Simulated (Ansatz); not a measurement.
Stretching the Bi1–Cl2 bond in BiCl3 (SMILES [Cl][Bi]([Cl])[Cl]) (multiplicity 1 held, fragments rigid). Energies count from the point at 2.450 Å.
Geometry at that point (charge 0, multiplicity 1):
```csv
atom,x (Å),y (Å),z (Å)
Bi,0.0003,0.0008,0.4520
Cl,-1.8686,-1.0523,-0.7324
Cl,0.0232,2.1421,-0.7392
Cl,1.8437,-1.0935,-0.7352
```

Signs of static correlation in def2-SVP, with CASSCF(6,4), from Ansatz (a first-principles code) runs.

```csv
R (Å),T1 of restricted CCSD,⟨S²⟩ of UHF,largest double amplitude of restricted CCSD,weight of the CASSCF reference in MRCISD,CASSCF natural occupations
1.960,0.011,0.000,0.049,0.867,2.00 2.00 1.99 0.01
2.205,0.012,0.000,0.047,0.866,2.00 2.00 1.98 0.02
2.450,0.013,0.000,0.041,0.866,2.00 2.00 1.97 0.03
2.695,0.014,0.000,0.062,0.865,2.00 2.00 1.96 0.05
2.941,0.017,0.000,0.110,0.865,2.00 2.00 1.92 0.08
3.308,0.024,0.689,0.180,0.865,2.00 2.00 1.83 0.18
3.676,(withheld),0.911,(withheld),0.866,2.00 2.00 1.63 0.37
4.288,0.070,1.007,0.531,0.866,2.00 2.00 1.29 0.71
4.901,0.095,1.015,0.787,0.866,2.00 2.00 1.07 0.93
5.636,0.106,1.015,0.950,0.866,2.00 2.00 1.01 0.99
6.616,0.106,1.015,1.005,0.866,2.00 2.00 1.00 1.00
7.841,0.100,1.015,1.002,0.866,2.00 2.00 1.00 1.00
```

Q: Some entries are withheld; supply them.

A: 
- 3.676, T1 of restricted CCSD: 0.037
- 3.676, largest double amplitude of restricted CCSD: 0.275

Doubts at one or more of the structures used: active orbitals that take no part (SC-NEVPT2 on CASSCF(6,4)/def2-SVP); a restricted determinant that unrestricted orbitals would lower (R-CCSD(T)/def2-SVP); other coupled-cluster roots lie near (R-CCSD(T)/def2-SVP); T1 above 0.05 (R-CCSD(T)/def2-SVP, U-CCSD(T)/def2-SVP); a spin-contaminated determinant (U-CCSD(T)/def2-SVP); the program's own flag: other amplitudes (U-CCSD(T)/def2-SVP).
